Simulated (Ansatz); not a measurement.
System: CH3Zn (charge +1, singlet). 
Geometry from a B3LYP-D3(BJ)/def2-TZVP (Ansatz, a quantum-chemistry and plane-wave program) optimisation:
```
C
H 1 1.0864
H 1 1.0864 2 114.63
H 1 1.0864 2 114.63 3 -135.60
Zn 1 2.0125 2 103.63 3 112.20
```
Charge +1, spin multiplicity 1.

Basis-set convergence of Hartree-Fock and CCSD correlation energies (hartree) with Ansatz. Valence correlation only, unless marked. No spin-orbit coupling. The frozen core is the preceding noble-gas configuration, with the filled d and f shells of earlier blocks. No relativistic terms.

The Hartree-Fock reference is unstable (checked in the largest basis), which strains HF and MP2. 

| basis | functions | E(HF) | E(corr, CCSD) |
|---|---|---|---|
| def2-SVP | 60 | -1816.85783 | -0.43191 |
| def2-TZVPP | 137 | -1817.14596 | -0.63119 |
| def2-QZVPP | 247 | -1817.18909 | -0.66852 |

Extrapolating the two largest sets (X = 3 and 4) as X^-3: E(corr) = (64·(-0.66852) - 27·(-0.63119))/37 = -0.6958 Eh, an estimate of the basis-set limit. The largest set recovers 96.1 % of it, the smallest 62.1 %.
